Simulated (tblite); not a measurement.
Compound: C6H6NP.
Structure used (GFN2-xTB), in Å, numbered top down from 1:
```
atom  x, y, z in Å
C1     2.8027   -0.6108    0.0595
P2     2.1501    0.8715    0.4474
C3     0.3641    0.5215    0.2402
C4    -0.1522   -0.1689   -0.8530
C5    -1.5175   -0.3801   -0.9304
C6    -2.3200    0.1188    0.0856
N7    -1.8442    0.7895    1.1210
C8    -0.5432    0.9904    1.1908
H9     2.2221   -1.4796   -0.2046
H10    3.8712   -0.7431    0.0931
H11    0.5068   -0.5272   -1.6325
H12   -1.9507   -0.9124   -1.7636
H13   -3.3936   -0.0165    0.0706
H14   -0.1963    1.5463    2.0537
```

Calculated harmonic vibrations of the isolated species, GFN2-xTB (tblite), most abundant isotopes, no scaling. Against measured fundamentals such values can be off by several per cent, at times by over 20. One conformer, not necessarily the lowest.

Harmonic wavenumbers (cm⁻¹): 64.3, 133.2, 185.1, 284.7, 352.9, 391.6, 440.0, 589.1, 598.2, 685.2, 704.8, 764.3, 771.7, 864.9, 898.6, 914.0, 928.0, 993.5, 1088.7, 1093.6, 1126.6, 1139.5, 1195.1, 1261.9, 1275.6, 1382.7, 1393.7, 1431.8, 1556.1, 1561.8, 3040.4, 3055.9, 3059.1, 3071.7, 3087.2, 3112.0.

A = 4532, B = 1188, C = 984.6 MHz; mass 123.024 u (most abundant isotopes); point group C1, symmetry number 1.

Zero-point energy?

½Σν̃ = 22249 cm⁻¹ = 63.61 kcal/mol.

Entropy at 298.15 K, 1 bar (ideal gas, RRHO, classical rotation)?

Translation 40.36, rotation 28.50, vibration 17.06: S = 85.9 cal/(mol K).

And Cp and H(298.15 K) − H(0)?

Cp = 29.46 cal/(mol K), of which vibrations give 21.51 (their classical limit is 36 R = 71.5); H(298.15 K) − H(0) = 5.26 kcal/mol without the zero-point energy, 2.89 from vibrations.

How do the functions run with temperature in this model?

```json
{"T (K)": "50", "S (cal/(mol K))": "56.0", "Cp (cal/(mol K))": "10.4", "H − H(0) (kcal/mol)": "0.44", "G − H(0) (kcal/mol)": "-2.36", "ln q(vib)": "0.20"}
{"T (K)": "100", "S (cal/(mol K))": "64.2", "Cp (cal/(mol K))": "13.8", "H − H(0) (kcal/mol)": "1.05", "G − H(0) (kcal/mol)": "-5.37", "ln q(vib)": "0.77"}
{"T (K)": "373.15", "S (cal/(mol K))": "93.2", "Cp (cal/(mol K))": "35.6", "H − H(0) (kcal/mol)": "7.70", "G − H(0) (kcal/mol)": "-27.08", "ln q(vib)": "4.97"}
{"T (K)": "500", "S (cal/(mol K))": "104.9", "Cp (cal/(mol K))": "44.2", "H − H(0) (kcal/mol)": "12.79", "G − H(0) (kcal/mol)": "-39.65", "ln q(vib)": "7.18"}
{"T (K)": "750", "S (cal/(mol K))": "125.1", "Cp (cal/(mol K))": "55.3", "H − H(0) (kcal/mol)": "25.35", "G − H(0) (kcal/mol)": "-68.47", "ln q(vib)": "11.60"}
{"T (K)": "1000", "S (cal/(mol K))": "142.0", "Cp (cal/(mol K))": "62.1", "H − H(0) (kcal/mol)": "40.10", "G − H(0) (kcal/mol)": "-101.92", "ln q(vib)": "15.80"}
```

q(vib) and H(0) count from the zero-point level.

What must be added to the electronic energy to get the Gibbs energy at 298.15 K and 1 bar?

ZPE + [H(298.15 K) − H(0)] − T·S = 63.61 + 5.26 − 25.62 = 43.25 kcal/mol.

Hindered rotation and anharmonicity are outside this model. Other conformers, if any are populated, would add a mixing term that is left out. The structure is chiral; the term R ln 2 for an equal mix with its mirror image is left out.

Run on one thread, Arm Neoverse V1 (shared host). The figure is for the frequency step alone.
